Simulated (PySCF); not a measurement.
# Electron correlation in Ni²⁶⁺ (nickel, charge +26)

Starting occupation: 1s2. All numbers are calculated (PySCF 2.14, X2C-1e with screened-nucleus spin-orbit coupling, Gaussian nucleus, in an uncontracted even-tempered set (17 s from 3.5 bohr⁻², ratio 2.6; 11 p from 4.5 bohr⁻², ratio 2.6; 6 d from 4.6 bohr⁻², ratio 2.8; 3 f from 210 bohr⁻², ratio 2.8)). Frozen: nothing; 2 electrons correlated; the 34 highest virtual spinors left out.

Total MP2 correlation energy: -47.79 mhartree.

With two correlated electrons CCSD is exact within the correlated space (frozen core and kept virtual orbitals).

The virtual space was cut to 52 spinors, which keep -45.25 of the -47.79 mhartree of MP2 correlation.

| level | correlation energy (mhartree) |
| --- | --- |
| CCSD | -45.79 |

Diagnostics: T1 = 3.5e-06, largest double amplitude 0.002.

Cost of the coupled-cluster step: roughly 4 core-seconds, for 2 occupied and 52 virtual spinors.

The coupled-cluster values are those of the cut space; adding the MP2 remainder, -2.54 mhartree, estimates the full space.
